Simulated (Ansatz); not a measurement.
`B[SiH](B)F` + `OBF` → `BOBF` + `B[SiH2]F` at 298.15 K and 1 bar (cleavage of the B–Si bond).

Computed with Ansatz on PBE0-D4/def2-TZVP structures; ΔE is electronic, products minus reactants. CBS: MP2 limit from def2 TZ/QZ plus the TZ coupled-cluster correction, frozen cores. This one scheme is used for every species. Each species was taken in one conformer, which may not be the lowest.

| species | CCSD(T)/CBS energy (Eh) | H − E (kJ/mol) | S (J/(mol·K)) |
| --- | --- | --- | --- |
| `B[SiH](B)F` | -441.44960 | 154.8 | 328.7 |
| `OBF` | -201.07426 | 91.0 | 252.9 |
| `BOBF` | -226.48924 | 124.6 | 290.2 |
| `B[SiH2]F` | -416.08532 | 118.3 | 289.1 |

H − E and S are ideal-gas, rigid-rotor, harmonic terms from PBE0-D4/def2-TZVP, for one conformer and one mirror image of each species. 1 Eh = 2625.50 kJ/mol, R = 8.31446 J/(mol·K).

By hand: ΔE, ΔH, ΔS and ΔG.

ΔE = (-226.48924) + (-416.08532) − (-441.44960) − (-201.07426) = -0.05070 Eh = -133.1 kJ/mol. Δ(H − E) = 124.6 + 118.3 − 154.8 − 91.0 = -2.9, so ΔH = -136.0 kJ/mol. ΔS = 290.2 + 289.1 − 328.7 − 252.9 = -2.3 J/(mol·K). ΔG = -136.0 − 298.15 × (-2.3)/1000 = -135.3 kJ/mol.

By hand: the equilibrium constant, and the temperature at which ΔG would vanish if ΔH and ΔS stayed fixed.

log₁₀ K = −ΔG/(RT ln 10) = 23.7. ΔG = 0 at ΔH/ΔS = 59130 K, far beyond where these terms or the molecules hold.

The number of gas molecules stays the same, so ΔS is small and ΔH decides. A doubt of 5 kJ/mol in ΔE shifts log₁₀ K by 0.9 here. Other conformers and mirror images would add mixing entropy, several J/(mol·K) or more a flexible species. These are equilibria of isolated gas molecules and say nothing of rates. Largest T1 diagnostic: 0.013 (customary marks: 0.02 for closed shells, 0.045 for open ones).
